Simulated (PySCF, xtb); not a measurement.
Cl₂Hf, SMILES [Cl][Hf][Cl], multiplicity 1.

GFN2-xTB (xtb) at its own geometry gives an orbital gap of 0.79 eV and a dipole moment of 0.00 D.

Geometry optimised at B3LYP-D3(BJ)/def2-TZVP. The multiplicity is an assumed one; other spin states were not compared. The def2 effective core potentials stand for the cores of Hf; spin–orbit coupling is left out.

Problem. What does PBE/def2-TZVPD run with PySCF give? (Estimate from the structure and the level; the computed values follow.)

Solution. gap 1.01 eV (levels -5.25 and -4.24 eV), dipole 0.00 D.
